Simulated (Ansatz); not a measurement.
Relaxation of a periodic cell of 20 atoms, HC$_{18}$Cl (surface graphene monolayer, adsorbate HCl), to a largest force component of 0.03 eV/Å in at most 60 steps.

Method: DFT PBE-D3(BJ), scalar-relativistic, plane waves, PAW (Ansatz). Settings: cutoff 420 eV, k mesh 2x2x1, fermi-dirac smearing 0.02 eV, no spin polarisation.

```xyz
20
Lattice="7.3980 0.0000 0.0000 -3.6990 6.4069 0.0000 0.0000 0.0000 11.0000" Properties=species:S:1:pos:R:3
C 0.000 0.000 1.000
C 1.233 0.712 1.000
C -1.233 2.136 1.000
C 0.000 2.847 1.000
C -2.466 4.271 1.000
C -1.233 4.983 1.000
C 2.466 0.000 1.000
C 3.699 0.712 1.000
C 1.233 2.136 1.000
C 2.466 2.847 1.000
C 0.000 4.271 1.000
C 1.233 4.983 1.000
C 4.932 0.000 1.000
C 6.165 0.712 1.000
C 3.699 2.136 1.000
C 4.932 2.847 1.000
C 2.466 4.271 1.000
C 3.699 4.983 1.000
Cl 2.553 1.389 3.210
H 2.461 2.586 3.660
```

Q: Where does it end, and by what steps?

A: The run converged. Limits of this set-up: coarse k mesh, slab without dipole correction. After 27 steps the energy has fallen by 1.607 eV; Cl19 moved furthest, 1.54 Å.

```json
{"step": "0", "energy less start (eV)": "0.0000", "largest force component (eV/Å)": "4.245", "accepted": "yes"}
{"step": "1", "energy less start (eV)": "-0.7749", "largest force component (eV/Å)": "2.371", "accepted": "yes"}
{"step": "2", "energy less start (eV)": "-1.1844", "largest force component (eV/Å)": "1.274", "accepted": "yes"}
{"step": "3", "energy less start (eV)": "-1.3840", "largest force component (eV/Å)": "0.714", "accepted": "yes"}
{"step": "4", "energy less start (eV)": "-1.4745", "largest force component (eV/Å)": "0.560", "accepted": "yes"}
{"step": "5", "energy less start (eV)": "-1.5469", "largest force component (eV/Å)": "0.284", "accepted": "yes"}
{"step": "6", "energy less start (eV)": "-1.5682", "largest force component (eV/Å)": "0.406", "accepted": "yes"}
{"step": "7", "energy less start (eV)": "-1.5666", "largest force component (eV/Å)": "0.369", "accepted": "no"}
{"step": "8", "energy less start (eV)": "-1.5800", "largest force component (eV/Å)": "0.312", "accepted": "yes"}
{"step": "9", "energy less start (eV)": "-1.5824", "largest force component (eV/Å)": "0.246", "accepted": "yes"}
{"step": "10", "energy less start (eV)": "-1.5880", "largest force component (eV/Å)": "0.154", "accepted": "yes"}
{"step": "11", "energy less start (eV)": "-1.5749", "largest force component (eV/Å)": "0.869", "accepted": "no"}
{"step": "12", "energy less start (eV)": "-1.5921", "largest force component (eV/Å)": "0.159", "accepted": "yes"}
{"step": "13", "energy less start (eV)": "-1.5952", "largest force component (eV/Å)": "0.162", "accepted": "yes"}
{"step": "14", "energy less start (eV)": "-1.5956", "largest force component (eV/Å)": "0.150", "accepted": "yes"}
{"step": "15", "energy less start (eV)": "-1.5957", "largest force component (eV/Å)": "0.404", "accepted": "yes"}
{"step": "16", "energy less start (eV)": "-1.5997", "largest force component (eV/Å)": "0.094", "accepted": "yes"}
{"step": "17", "energy less start (eV)": "-1.5803", "largest force component (eV/Å)": "0.572", "accepted": "no"}
{"step": "18", "energy less start (eV)": "-1.6013", "largest force component (eV/Å)": "0.036", "accepted": "yes"}
{"step": "19", "energy less start (eV)": "-1.6029", "largest force component (eV/Å)": "0.068", "accepted": "yes"}
{"step": "20", "energy less start (eV)": "-1.6028", "largest force component (eV/Å)": "0.137", "accepted": "no"}
{"step": "21", "energy less start (eV)": "-1.6040", "largest force component (eV/Å)": "0.056", "accepted": "yes"}
{"step": "22", "energy less start (eV)": "-1.6048", "largest force component (eV/Å)": "0.079", "accepted": "yes"}
{"step": "23", "energy less start (eV)": "-1.6053", "largest force component (eV/Å)": "0.083", "accepted": "yes"}
{"step": "24", "energy less start (eV)": "-1.6059", "largest force component (eV/Å)": "0.095", "accepted": "yes"}
{"step": "25", "energy less start (eV)": "-1.6063", "largest force component (eV/Å)": "0.093", "accepted": "yes"}
{"step": "26", "energy less start (eV)": "-1.6065", "largest force component (eV/Å)": "0.045", "accepted": "yes"}
{"step": "27", "energy less start (eV)": "-1.6067", "largest force component (eV/Å)": "0.029", "accepted": "yes"}
```

```xyz
20
Lattice="7.3980 0.0000 0.0000 -3.6990 6.4069 0.0000 0.0000 0.0000 11.0000" Properties=species:S:1:pos:R:3
C -0.038 -0.030 0.954
C 1.202 0.685 0.951
C -1.256 2.105 0.953
C -0.039 2.808 0.952
C -2.497 4.228 0.954
C -1.257 4.945 0.954
C 2.442 -0.031 0.952
C 3.661 0.671 0.950
C 1.200 2.092 0.949
C 2.442 2.809 0.950
C -0.039 4.241 0.954
C 1.202 4.957 0.953
C 4.901 -0.043 0.953
C 6.142 0.673 0.954
C 3.662 2.104 0.950
C 4.902 2.822 0.953
C 2.442 4.242 0.952
C 3.661 4.944 0.953
Cl 2.726 2.203 4.502
H 2.845 2.397 3.226
```

Whether the end is a true minimum wasn't checked by a vibrational analysis.

The run took 2.6 min on 1 thread of Arm Neoverse V2, on a shared host, peak memory 0.65 GiB.
